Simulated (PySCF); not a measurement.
GeH6S2Si.
Atom-mapped SMILES: `[SiH3:1][S:2][GeH2:3][SH:4]` (hydrogens: H5, H6, H7 on Si1; H8, H9 on Ge3; H10 on S4)

Computed by this run: PBE0-D3(BJ)/def2-SVP geometry optimisation, gas phase (PySCF); density fitting, grid level 1; the optimiser is geomeTRIC in internal coordinates, started from a GFN2-xTB structure with every atom displaced at random (about 0.01 Å).

Step 0: E = -86131.9297 eV
```
atom  x, y, z in Å  |  force x, y, z in eV/Å
Si1    -1.8217    0.5334   -0.1301    0.315   0.205   0.524
S2     -0.6089   -0.4759    1.3008    0.121  -0.186   0.400
Ge3     1.1427   -0.9488    0.0487    0.805   0.253   0.409
S4      2.3774    0.8552   -0.4757   -0.299  -0.279  -0.340
H5     -3.0147    0.8659    0.6562   -0.469   0.158   0.052
H6     -1.1315    1.7434   -0.6061    0.076   0.317  -0.213
H7     -2.1006   -0.3744   -1.2269   -0.273  -0.397  -0.697
H8      0.7999   -1.5911   -1.2624   -0.295  -0.199  -0.643
H9      1.9981   -1.9097    0.8852   -0.030  -0.019   0.118
H10     2.4122    1.2822    0.7897    0.048   0.147   0.391
```

Step 1: E = -86132.0129 eV
```
atom  x, y, z in Å  |  force x, y, z in eV/Å
Si1    -1.7643    0.5414   -0.0974    0.002  -0.028  -0.045
S2     -0.5882   -0.5741    1.3267   -0.065  -0.022  -0.032
Ge3     1.2020   -1.0108    0.0706   -0.133  -0.063  -0.240
S4      2.1976    0.8934   -0.5008    0.096   0.036   0.104
H5     -3.0011    0.9536    0.6246    0.012  -0.018   0.038
H6     -1.0364    1.7444   -0.5956    0.008  -0.018   0.034
H7     -2.1355   -0.3143   -1.2675    0.031   0.009   0.034
H8      0.7947   -1.6462   -1.2865    0.082   0.067   0.243
H9      2.0880   -1.9344    0.9259   -0.034   0.065  -0.030
H10     2.2959    1.3274    0.7795    0.001  -0.028  -0.105
```

Q: Estimate the geometry and energy of step 2. (The exact step hangs on the optimiser's Hessian estimate; all steps are aligned on step 1, rigid shifts and turns removed.)

A: E = -86132.0204 eV, largest force 0.065 eV/Å
```
atom  x, y, z in Å  |  force x, y, z in eV/Å
Si1    -1.7770    0.5416   -0.0991   -0.011  -0.011   0.006
S2     -0.6016   -0.5772    1.3165    0.002  -0.022  -0.032
Ge3     1.1949   -1.0021    0.0645   -0.043   0.048  -0.012
S4      2.2326    0.8821   -0.5099    0.007  -0.017   0.003
H5     -3.0172    0.9285    0.6315    0.001  -0.006   0.004
H6     -1.0536    1.7566   -0.5706    0.004   0.005   0.008
H7     -2.1296   -0.3043   -1.2793    0.010   0.006  -0.002
H8      0.8059   -1.6546   -1.2715    0.001  -0.003   0.001
H9      2.0686   -1.9153    0.9347    0.021   0.005   0.019
H10     2.3299    1.3249    0.7628    0.007  -0.004   0.006
```

The energy changes by -0.0076 eV. The first-order estimate −F·Δx gives -0.0135 eV and the mean of the old and new forces, exact on a quadratic surface, -0.0079 eV. The step makes an angle of 69° with the force vector and moves no atom by more than 0.038 Å.

The cost below is that of the whole optimisation. On one thread of an Arm Neoverse N1, shared host with 64 logical CPUs at a one-minute load of 62, this took 2.4 min and 0.50 GiB of memory at its peak.
